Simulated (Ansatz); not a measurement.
System: sum formula H3BNO (charge 0, doublet). It need not be the lowest isomer of its formula. 
Structure (B3LYP-D3(BJ)/def2-TZVP (Ansatz, an electronic-structure program) minimum search):
```xyz
6

N     -1.1987    -0.0602    -0.0307
B      0.0683     0.2387     0.4729
O      1.2733     0.0016    -0.0924
H     -2.0408     0.1587     0.4711
H     -1.3644    -0.5115    -0.9221
H      1.2688    -0.4316    -0.9596
```
Charge 0, spin multiplicity 2.

Atomisation energy built up term by term with Ansatz (kcal/mol; UHF references for open shells; valence terms freeze the core; atomic spin-orbit terms are left out). CBS(X,Y): correlation extrapolated as X^-3; Hartree-Fock from the larger set (for Q and 5 zeta extrapolated as (X+1)exp(-9√X)).

| term | basis | kcal/mol |
|---|---|---|
| Hartree-Fock | CBS(cc-pVQZ,cc-pV5Z) | 375.41 |
| CCSD correlation | CBS(cc-pVQZ,cc-pV5Z) | (withheld) |
| (T) | CBS(cc-pVQZ,cc-pV5Z) | (withheld) |
| core correlation | cc-pwCVTZ | 2.37 |
| scalar relativity (X2C) | cc-pVTZ-DK against cc-pVTZ | -0.63 |
| sum: De |  | (withheld) |

Task: Fill in the missing entries.

Result: 
- CCSD correlation, kcal/mol: 144.87
- (T), kcal/mol: 9.78
- sum: De, kcal/mol: 531.8
